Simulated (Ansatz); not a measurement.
Consider the cleavage of the B–Al bond: `[BH2][Al]([SiH3])[O][SiH3]` + `[AsH3]` → `B[AsH2]` + `[SiH3][O][AlH][SiH3]`.

Isolated molecules relaxed with PBE0-D4/def2-TZVP in Ansatz; ΔE leaves out vibrations. CCSD(T)/CBS adds triple-zeta CCSD(T) − MP2 to the extrapolated MP2 energy (def2 sets, frozen cores). Functionals use def2-TZVPP. B3LYP here is the variant with VWN-RPA as its local correlation; programs differ in this. For As outer-core shells are correlated without core-valence functions, which leaves a few kJ/mol of doubt a bond. Scalar relativity is left out up to krypton. Each species was taken in one conformer, which may not be the lowest.

```
          level  ΔE (kJ/mol)
         B2PLYP        -54.3
           PBE0        -51.7
          B3LYP        -50.4
 MP2/def2-TZVPP        -60.9
CCSD/def2-TZVPP        -50.8
  HF/def2-QZVPP        -49.2
 MP2/def2-QZVPP        -61.8
   HF/CBS(def2)        -49.2
```

**Question.** What does CCSD(T)/CBS give? (An estimate is asked.)

**Answer.** Computed: -54.1 kJ/mol. The listed levels differ from it by -0.2, 2.4, 3.7, -6.8, 3.3, 4.9, -7.7, 4.9 kJ/mol.

Largest T1 diagnostic among the species: 0.014.
